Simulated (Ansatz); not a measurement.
C$_{3}$H$_{4}$SSi (`C#C[SiH]1CS1`), relaxed with RKS PBE-D4/def2-SVP in Ansatz from a rough embedded geometry. The force threshold is 0.03 eV/Å; the program also tests the step.

Total charge 0; spin multiplicity 1.

Start:

```xyz
9

C    -0.439   -2.366   -1.144
C    -0.566   -1.278   -0.564
Si   -0.692    0.367    0.286
C     0.830    1.499    0.284
S     1.070    0.506    1.610
H    -0.427   -3.282   -1.581
H    -1.819    0.666    1.132
H     1.482    1.394   -0.544
H     0.561    2.494    0.521
```

```json
{"step": "1", "energy (eV)": "-21865.5069", "largest force (eV/Å)": "3.843", "largest move (Å)": "0.000"}
{"step": "2", "energy (eV)": "-21866.1209", "largest force (eV/Å)": "1.994", "largest move (Å)": "0.161"}
{"step": "3", "energy (eV)": "-21866.3572", "largest force (eV/Å)": "0.662", "largest move (Å)": "0.195"}
{"step": "4", "energy (eV)": "-21866.3781", "largest force (eV/Å)": "0.722", "largest move (Å)": "0.117"}
{"step": "5", "energy (eV)": "-21866.4116", "largest force (eV/Å)": "0.134", "largest move (Å)": "0.070"}
{"step": "6", "energy (eV)": "-21866.4142", "largest force (eV/Å)": "0.033", "largest move (Å)": "0.027"}
{"step": "7", "energy (eV)": "-21866.4146", "largest force (eV/Å)": "0.007", "largest move (Å)": "0.011"}
```

End:

```xyz
9

C    -0.517   -2.328   -1.148
C    -0.505   -1.303   -0.470
Si   -0.513    0.211    0.540
C     0.769    1.519    0.219
S     1.126    0.596    1.827
H    -0.522   -3.231   -1.746
H    -1.887    0.601    0.975
H     1.531    1.350   -0.562
H     0.518    2.586    0.365
```

Hardware: 4 threads of a server CPU on a shared host. Wall time 7 s, peak host memory 0.14 GiB.
